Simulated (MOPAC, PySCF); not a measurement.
[Hf(Cl)2(OH)2], neutral singlet in the gas phase. 

Cartesian coordinates (Å):
```xyz
7

Hf    -0.0628    -0.1063     0.1045
Cl     1.5819    -1.7897    -0.2142
Cl     0.8476     1.7449     1.2814
O     -1.5111    -0.8308     1.1239
H     -2.3143    -1.1883     1.5257
O     -0.6680     0.4864    -1.6114
H     -1.1157     0.7291    -2.4330
```
Charge 0, multiplicity 1.

All levels are single points at this geometry (BP86-D3(BJ)/def2-SVP); Pople sets use spherical d functions. Orbital energies aren't observables, and empty levels follow the basis.

B3LYP/6-311+G** (LANL2DZ on Hf) in PySCF gives gap (eV) = 7.17.

Problem. Estimate the gap (eV) from each of these levels: TPSSh-D3(BJ)/def2-TZVP in PySCF; B3LYP/6-31G* (LANL2DZ on Hf) in PySCF; M06-2X/6-31G* (LANL2DZ on Hf) in PySCF; PM6 in MOPAC; PM7 in MOPAC.

Solution. 
```csv
level,gap (eV)
TPSSh-D3(BJ)/def2-TZVP in PySCF,6.96
B3LYP/6-31G* (LANL2DZ on Hf) in PySCF,7.25
M06-2X/6-31G* (LANL2DZ on Hf) in PySCF,9.77
PM6 in MOPAC,7.95
PM7 in MOPAC,10.25
```
